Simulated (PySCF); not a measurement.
## Choosing a basis for TDDFT

C₃H₅ClGe.
InChI=1S/C3H5ClGe/c4-5-2-1-3-5/h1-2,5H,3H2/t5-/m1/s1

TDDFT with PBE0 (PySCF), vertical singlets, core orbitals frozen in the response, spherical d and f functions. Isolated species at its PBE0-D3(BJ)/def2-SVP geometry, gas phase. The PBE0/6-31G* calculation is non-relativistic and has no spin–orbit coupling, an omission that weighs most on germanium.

Compare 6-31G*, def2-SVP, def2-SVPD, aug-cc-pVDZ, def2-TZVP and def2-TZVPD for this molecule.

```json
{"basis": "6-31G*", "functions": "102", "diffuse": "no", "S1 (eV)": "6.25", "S2 (eV)": "6.35", "S3 (eV)": "6.68", "S4 (eV)": "7.16", "S5 (eV)": "7.26", "LUMO (eV)": "-0.35", "α (au)": "63.0"}
{"basis": "def2-SVP", "functions": "117", "diffuse": "no", "S1 (eV)": "6.19", "S2 (eV)": "6.27", "S3 (eV)": "6.75", "S4 (eV)": "7.24", "S5 (eV)": "7.29", "LUMO (eV)": "-0.45", "α (au)": "63.8"}
{"basis": "def2-SVPD", "functions": "165", "diffuse": "yes", "S1 (eV)": "6.11", "S2 (eV)": "6.19", "S3 (eV)": "6.53", "S4 (eV)": "6.95", "S5 (eV)": "7.06", "LUMO (eV)": "-0.69", "α (au)": "76.7"}
{"basis": "aug-cc-pVDZ", "functions": "177", "diffuse": "yes", "S1 (eV)": "6.07", "S2 (eV)": "6.15", "S3 (eV)": "6.45", "S4 (eV)": "6.80", "S5 (eV)": "6.89", "LUMO (eV)": "-0.71", "α (au)": "77.8"}
{"basis": "def2-TZVP", "functions": "208", "diffuse": "no", "S1 (eV)": "6.12", "S2 (eV)": "6.19", "S3 (eV)": "6.58", "S4 (eV)": "7.04", "S5 (eV)": "7.15", "LUMO (eV)": "-0.59", "α (au)": "73.1"}
{"basis": "def2-TZVPD", "functions": "256", "diffuse": "yes", "S1 (eV)": "6.07", "S2 (eV)": "6.15", "S3 (eV)": "6.48", "S4 (eV)": "6.88", "S5 (eV)": "6.96", "LUMO (eV)": "-0.68", "α (au)": "78.2"}
```

States are compared by their number. Against the largest diffuse basis here (def2-TZVPD, itself not a converged limit), sets without diffuse functions differ by up to 0.17 eV in S1 and 0.33 eV in S5; the smaller diffuse sets differ by up to 0.04 and 0.11 eV. State by state, the largest deviation of a set without diffuse functions is S1 0.17, S2 0.20, S3 0.27, S4 0.36, S5 0.33 eV. The same number needn't mean the same state in each row. Against def2-TZVPD the polarisability deviates by -19% in 6-31G*, -18% in def2-SVP, -2% in def2-SVPD, 0% in aug-cc-pVDZ, -7% in def2-TZVP.
